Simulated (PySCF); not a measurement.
Worked example: chemical shift, span and skew from a shielding tensor

C₂H₁₀N₂OSi, SMILES [C@@H](N)(C)[Si@H](N)O. Atoms are numbered in the order given.

```xyz
16

C     -1.4420    -1.5135    -0.6563
C     -1.0865    -0.0804    -0.2684
N     -1.5141     0.3222     1.0886
Si     0.7613     0.3888    -0.4247
N      1.7787    -0.9623    -0.0562
O      0.8638     1.6938     0.6097
H     -1.1405    -1.7346    -1.6939
H     -2.5277    -1.7014    -0.5741
H     -0.9168    -2.2399    -0.0132
H     -1.5993     0.6130    -0.9638
H     -1.2057    -0.3773     1.7682
H     -2.5340     0.3311     1.1554
H      1.1388     0.7757    -1.8132
H      2.7081    -0.9929    -0.4651
H      1.8122    -1.3329     0.8899
H      0.0145     1.7099     1.0997
```
Charge 0, spin multiplicity 1.

Geometry: r2SCAN-D4/def2-SVP. The structure was generated by enumeration; whether it is a known compound was not checked. Other conformers were not sampled.

GIAO shieldings from PySCF with PBE/pcSseg-1, non-relativistic, no solvent. The symmetric part of the tensor of C1 has the principal values 139.7, 149.6, 176.5 ppm. The same nucleus in TMS has σ = 182.0 ppm at this level (PySCF, at its B3LYP-D3(BJ)/def2-TZVP geometry).

Work out the isotropic shielding, the ¹³C shift against TMS, the span and the skew.


σ(iso) = (σ11 + σ22 + σ33)/3 = 155.3 ppm. δ = σ(ref) − σ(iso) = 182.0 − (155.3) = 26.7 ppm.
Span Ω = σ33 − σ11 = 36.8 ppm. Skew κ = 3(σ(iso) − σ22)/Ω = 0.46. Tumbling in solution averages the tensor to δ; in a static solid the shielding alone would spread this spin-1/2 line over Ω.
